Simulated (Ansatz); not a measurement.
CH3AlF2Si, SMILES `F[C@@H]1[AlH][Si@@H]1F`, relaxed with RKS PBE0-D4/def2-TZVP in Ansatz from a PBE-D4/def2-SVP geometry. The force threshold is 0.005 eV/Å; the program also tests the step.

The species carries charge 0 and has multiplicity 1.

Start:

```xyz
8

F    -1.296    1.092   -1.457
C    -0.322    0.623   -0.616
Al    1.366   -0.391   -0.596
Si   -0.410   -0.363    1.022
F    -1.238   -1.790    0.924
H     0.225    1.492   -0.097
H     2.585   -0.951   -1.471
H    -0.911    0.288    2.290
```

```csv
step,energy (eV),largest force (eV/Å),largest move (Å)
1,-20984.1009,1.174,0.000
2,-20984.1363,0.750,0.040
3,-20984.1492,0.122,0.024
4,-20984.1511,0.038,0.026
5,-20984.1514,0.015,0.009
6,-20984.1516,0.015,0.013
7,-20984.1516,0.014,0.004
8,-20984.1516,0.002,0.004
```

End:

```xyz
8

F    -1.293    1.082   -1.434
C    -0.323    0.591   -0.607
Al    1.346   -0.414   -0.590
Si   -0.418   -0.376    1.007
F    -1.280   -1.734    0.928
H     0.240    1.449   -0.122
H     2.594   -0.877   -1.449
H    -0.866    0.279    2.268
```

Run time 72 s (2 threads of an Arm Neoverse N1 on a shared host); peak host memory 0.44 GiB.
